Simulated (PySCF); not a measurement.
Computed IR spectrum (relative IR intensity) of a molecule C4H12Si2. Geometry: PBE-D3(BJ)/def2-SVP. One conformer was computed; it need not be the lowest. All values below come from PySCF 2.14.0 with PBE-D3(BJ)/def2-SVP. Frequencies are harmonic and unscaled.

Lines under 2 % of the strongest are left out, and lines within 2 cm⁻¹ are merged.

ν (cm⁻¹): 369 (vw), 447 (vw), 472 (vw), 655 (vw), 698 (m), 798 (w), 801 (s), 824 (w), 874 (m), 896 (w), 901 (m), 958 (w), 1047 (vw), 1177 (vw), 1328 (vw), 1374 (w), 1412 (vw), 2131 (s), 2149 (vs), 2949 (m), 2965 (w), 2999 (m), 3022 (w) (against the strongest line: vs over 80 %, s over 45 %, m over 15 %, w over 4 %, vw less)

Problem. Pick the molecule that these values belong to.
A. C=C[SiH2][C@H](C)[SiH3]
B. C=C([SiH3])[SiH](C)C
C. C/C(=C\[SiH3])C[SiH3]
D. C1CC[SiH2][SiH2]C1

Solution. D, C1CC[SiH2][SiH2]C1
